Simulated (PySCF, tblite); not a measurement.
Isomers of C4H10O3Si2, one GFN2-xTB conformer each. Single-point energies are computed at PBE0/pcSseg-1 (PySCF, gas phase, no added dispersion term), electronic only.

Question: Rank them by PBE0/pcSseg-1 energy, lowest first (kJ/mol).
A. `[CH3:1][CH2:2][O:3][C@@H:4]1[SiH2:5][O:6][SiH2:7][C:8]1=[O:9]` with C1–C2–O3–C4 180°, C2–O3–C4–Si5 178°, O3–C4–Si5–O6 -78°, C4–Si5–O6–Si7 -8°, Si5–O6–Si7–C8 -15°, O6–Si7–C8–O9 -128°
B. `[CH2:1]=[CH:2][O:3][SiH2:4][CH2:5][C:6](=[O:7])[O:8][SiH3:9]` with C1–C2–O3–Si4 -1°, C2–O3–Si4–C5 -179°, O3–Si4–C5–C6 176°, Si4–C5–C6–O7 -98°, C5–C6–O8–Si9 -177°

Answer: B (0.0), A (41.7).

As drawn, the lower has a C(=O)–O unit and a C=C bond outside aromatic rings, which the higher lacks. GFN2-xTB itself gives, in the same order: 0.0, 78.4. Both levels put the same isomer lowest.

Which frontier levels, dipoles and rotational constants go with these structures?

```csv
SMILES,"HOMO (eV, PBE0/pcSseg-1)",LUMO (eV),dipole (D),"A, B, C (MHz)"
C=CO[SiH2]CC(=O)O[SiH3],-7.24,-0.15,1.84,"3478, 438.1, 415.3"
CCO[C@@H]1[SiH2]O[SiH2]C1=O,-6.64,-1.57,2.09,"1563, 924.3, 830.3"
```

What happens when harmonic zero-point energies from GFN2-xTB frequencies are added?

```tsv
SMILES	ZPE (kJ/mol)	electronic (kJ/mol)	with ZPE (kJ/mol)
C=CO[SiH2]CC(=O)O[SiH3]	335.2	0.0	0.0
CCO[C@@H]1[SiH2]O[SiH2]C1=O	348.4	41.7	54.8
```

The zero-point energies span 13.2 kJ/mol. The order is unchanged.
